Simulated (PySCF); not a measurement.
BGeH5, SMILES [BH2][GeH3].

Geometry optimised at ωB97X-D3(BJ)/def2-TZVP.

Calculation: PySCF with ωB97X-D3(BJ)/def2-TZVP.

Frequencies are harmonic and unscaled.

Computed vibrational spectrum:
```json
[
 {"mode": "1", "ν (cm⁻¹)": "55", "IR (km/mol)": "0.0", "Raman (Å⁴/amu)": "3.4", "depolarisation": "0.75", "moving atoms (share of kinetic energy)": "H 100 %"},
 {"mode": "2", "ν (cm⁻¹)": "393", "IR (km/mol)": "28.4", "Raman (Å⁴/amu)": "2.2", "depolarisation": "0.72", "moving atoms (share of kinetic energy)": "H 94 %"},
 {"mode": "3", "ν (cm⁻¹)": "433", "IR (km/mol)": "14.7", "Raman (Å⁴/amu)": "1.2", "depolarisation": "0.75", "moving atoms (share of kinetic energy)": "H 98 %"},
 {"mode": "4", "ν (cm⁻¹)": "580", "IR (km/mol)": "1.6", "Raman (Å⁴/amu)": "16.4", "depolarisation": "0.15", "moving atoms (share of kinetic energy)": "B 68 %, H 18 %, Ge 15 %"},
 {"mode": "5", "ν (cm⁻¹)": "729", "IR (km/mol)": "18.4", "Raman (Å⁴/amu)": "0.7", "depolarisation": "0.75", "moving atoms (share of kinetic energy)": "H 78 %, B 18 %"},
 {"mode": "6", "ν (cm⁻¹)": "833", "IR (km/mol)": "140.4", "Raman (Å⁴/amu)": "7.9", "depolarisation": "0.50", "moving atoms (share of kinetic energy)": "H 97 %"},
 {"mode": "7", "ν (cm⁻¹)": "890", "IR (km/mol)": "21.1", "Raman (Å⁴/amu)": "15.2", "depolarisation": "0.75", "moving atoms (share of kinetic energy)": "H 90 %, B 8 %"},
 {"mode": "8", "ν (cm⁻¹)": "901", "IR (km/mol)": "24.3", "Raman (Å⁴/amu)": "23.0", "depolarisation": "0.75", "moving atoms (share of kinetic energy)": "H 99 %"},
 {"mode": "9", "ν (cm⁻¹)": "952", "IR (km/mol)": "32.5", "Raman (Å⁴/amu)": "4.7", "depolarisation": "0.75", "moving atoms (share of kinetic energy)": "H 81 %, B 19 %"},
 {"mode": "10", "ν (cm⁻¹)": "1194", "IR (km/mol)": "45.1", "Raman (Å⁴/amu)": "3.6", "depolarisation": "0.02", "moving atoms (share of kinetic energy)": "H 87 %, B 13 %"},
 {"mode": "11", "ν (cm⁻¹)": "2152", "IR (km/mol)": "112.5", "Raman (Å⁴/amu)": "167.3", "depolarisation": "0.27", "moving atoms (share of kinetic energy)": "H 99 %"},
 {"mode": "12", "ν (cm⁻¹)": "2172", "IR (km/mol)": "148.9", "Raman (Å⁴/amu)": "104.5", "depolarisation": "0.75", "moving atoms (share of kinetic energy)": "H 98 %"},
 {"mode": "13", "ν (cm⁻¹)": "2176", "IR (km/mol)": "91.5", "Raman (Å⁴/amu)": "230.0", "depolarisation": "0.07", "moving atoms (share of kinetic energy)": "H 99 %"},
 {"mode": "14", "ν (cm⁻¹)": "2604", "IR (km/mol)": "90.0", "Raman (Å⁴/amu)": "155.8", "depolarisation": "0.08", "moving atoms (share of kinetic energy)": "H 95 %"},
 {"mode": "15", "ν (cm⁻¹)": "2694", "IR (km/mol)": "90.2", "Raman (Å⁴/amu)": "74.6", "depolarisation": "0.75", "moving atoms (share of kinetic energy)": "H 88 %, B 12 %"}
]
```
